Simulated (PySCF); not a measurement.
Cartesian coordinates (Å):
```xyz
7

O     -0.7436     1.4532     0.5354
Si     0.0662     0.0695     0.8492
O     -0.7026    -1.2905     0.3369
O      1.4610     0.1360    -0.0083
H     -0.4762     1.9602    -0.2375
H     -1.5128    -1.5523     0.7794
H      1.8852    -0.6968    -0.2287
```
Charge 0, spin multiplicity 2.

**Question.** Predict the highest occupied spin orbital, total energy and dipole moment from M06-2X/def2-TZVP in PySCF.

**Answer.** 
* **highest occupied spin orbital**: -7.00 eV
* **total energy**: -517.0850 Ha
* **dipole moment**: 1.08 D
